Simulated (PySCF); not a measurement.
## Basis and Hamiltonian dependence of the excitation energy of Ca

Ca [Ar] 4s2 (1S) → Ca [Ar] 4p2 (3P). All values are computed (PySCF 2.14, energy differences of UHF-based or UKS calculations, no spin-orbit coupling). Values in eV.

```
                                                                 basis       Hamiltonian  functions    UHF    LDA   PBE0  MP2 (valence)  CCSD(T) (valence)  CCSD(T) (valence and next inner shell)
                                                           def2-TZVPPD  non-relativistic         36  4.127  4.514  4.317          4.522              4.588                                     n/a
                                                       aug-cc-pVDZ-X2C     spin-free X2C         36  4.181  4.596  4.391          4.555              4.588                                     n/a
                                                          x2c-TZVPPall     spin-free X2C         36  4.186  4.585  4.381          4.579              4.645                                   4.890
                                                          ANO-RCC-VTZP     spin-free X2C         38  4.183  4.588  4.389          4.591              4.740                                   4.936
        x2c-TZVPPall with one added diffuse shell each of s, p, d type     spin-free X2C         45  4.185  4.586  4.381          4.575              4.607                                   4.863
                                                       aug-cc-pVTZ-X2C     spin-free X2C         59  4.178  4.604  4.390          4.599              4.589                                     n/a
                                                           def2-QZVPPD  non-relativistic         70  4.122  4.517  4.316          4.549              4.533                                   4.810
                                                          x2c-QZVPPall     spin-free X2C         73  4.180  4.587  4.380          4.606              4.593                                   4.884
                                                     aug-cc-pwCVTZ-X2C     spin-free X2C         84  4.175  4.595  4.383          4.603              4.587                                   4.869
     x2c-QZVPPall with one added diffuse shell each of s, p, d, f type     spin-free X2C         89  4.180  4.586  4.378          4.606              4.589                                   4.881
                                                       aug-cc-pVQZ-X2C     spin-free X2C         93  4.177  4.625  4.393          4.607              4.583                                     n/a
aug-cc-pwCVTZ-X2C with one added diffuse shell each of s, p, d, f type     spin-free X2C        100  4.175  4.595  4.383          4.603              4.587                                   4.869
                                                           dyall-acv3z     spin-free X2C        149  4.175  4.592  4.381          4.606                n/a                                     n/a
```

Frozen in the all-electron rows: valence: [Ar]; valence and next inner shell: [Ne].

Non-relativistic rows lack the scalar-relativistic shift.

Reference for a calculation without spin-orbit coupling: 4.774 eV (measured, between term centres; NIST).
